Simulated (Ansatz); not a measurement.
Consider the formal exchange of groups at the Si–Si bond: `CSS[SiH2][SiH3]` + `C=C=CC` → `C[SiH2]SSC` + `C=C=C[SiH3]`.

Calculated with Ansatz (gas phase, PBE0-D4/def2-TZVP geometries, no zero-point term in ΔE). CBS: MP2 limit from def2 TZ/QZ plus the TZ coupled-cluster correction, frozen cores. DFT in def2-TZVPP. B3LYP here is the variant with VWN-RPA as its local correlation; programs differ in this. One conformer a species, not always the lowest.

**Question.** Is it downhill or uphill in electronic energy at CCSD(T)/CBS, and by how much? (Best estimate.)

**Answer.** Ansatz gave: Downhill: ΔE = -11.8 kcal/mol.

**Question.** What do these levels give: PBE0-D4, ωB97M-V, B3LYP, HF/def2-TZVPP, SCS-MP2/def2-TZVPP, HF/CBS(def2)? (Estimate.)

**Answer.** The calculation gave: PBE0-D4 -9.6, ωB97M-V -13.3, B3LYP -11.3, HF/def2-TZVPP -13.0, SCS-MP2/def2-TZVPP -13.3, HF/CBS(def2) -13.2 kcal/mol.

Largest T1 diagnostic among the species: 0.013.

From PBE to PBE0 (25 % exact exchange), in def2-TZVPP and without D4, ΔE moves by −0.9 kcal/mol.
